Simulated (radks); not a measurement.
The numbers below are computed, except where a source is named.
Species: the platinum ion Pt0.25+. Configuration: [Xe] 4f14 5d(up 4.5, down 4.5) 6s(up 0.75, down 0) (fractional occupations, a model configuration). Code: a radial shooting solver on a logarithmic mesh with Libxc functionals. Model: scalar-relativistic Kohn-Sham, SCAN, spin-polarised, spherical densities, finite nucleus; meta-GGA in the generalised Kohn-Sham scheme; Fermi nuclear charge, rms radius 5.427 fm.

Normalised radial functions P(r) = r R(r), r in bohr:

| r | 4f down | 5d up | 5d down |
|---|---|---|---|
| 0.002944 | 0.0000 | 0.0001 | 0.0001 |
| 0.00399 | 0.0000 | 0.0003 | 0.0003 |
| 0.005407 | 0.0000 | 0.0006 | 0.0007 |
| 0.007387 | 0.0000 | 0.0015 | 0.0015 |
| 0.01001 | 0.0001 | 0.0033 | 0.0033 |
| 0.01357 | 0.0004 | 0.0071 | 0.0073 |
| 0.01839 | 0.0011 | 0.0151 | 0.0155 |
| 0.02492 | 0.0033 | 0.0309 | 0.0316 |
| 0.03377 | 0.0093 | 0.0599 | 0.0612 |
| 0.04577 | 0.0250 | 0.1074 | 0.1097 |
| 0.06204 | 0.0633 | 0.1732 | 0.1770 |
| 0.08407 | 0.1481 | 0.2397 | 0.2450 |
| 0.1139 | 0.3134 | 0.2599 | 0.2655 |
| 0.1544 | 0.5861 | 0.1692 | 0.1729 |
| 0.2093 | 0.9450 | -0.0551 | -0.0563 |
| 0.2836 | 1.2821 | -0.3103 | -0.3170 |
| 0.3844 | 1.4279 | -0.3822 | -0.3905 |
| 0.521 | 1.2815 | -0.1344 | -0.1372 |
| 0.7061 | 0.9209 | 0.3245 | 0.3318 |
| 0.9646 | 0.5088 | 0.7191 | 0.7345 |
| 1.307 | 0.2180 | 0.8295 | 0.8439 |
| 1.772 | 0.0671 | 0.7029 | 0.7054 |
| 2.401 | 0.0143 | 0.4754 | 0.4630 |
| 3.254 | 0.0018 | 0.2600 | 0.2433 |
| 4.41 | 0.0001 | 0.1095 | 0.0993 |
| 5.977 | 0.0000 | 0.0325 | 0.0292 |
| 8.101 | 0.0000 | 0.0061 | 0.0055 |

4f down: eigenvalue -72.862 eV, 0 radial nodes, <r> = 0.516 bohr, 90 % of the charge inside 0.833 bohr. 5d up: eigenvalue -8.283 eV, 2 radial nodes at r = 0.196, 0.573 bohr, <r> = 1.70 bohr, 90 % of the charge inside 2.72 bohr. 5d down: eigenvalue -8.084 eV, 2 radial nodes at r = 0.196, 0.573 bohr, <r> = 1.66 bohr, 90 % of the charge inside 2.63 bohr.

Empty levels of this run are not shown, since the potential may be unsettled where no density lies.
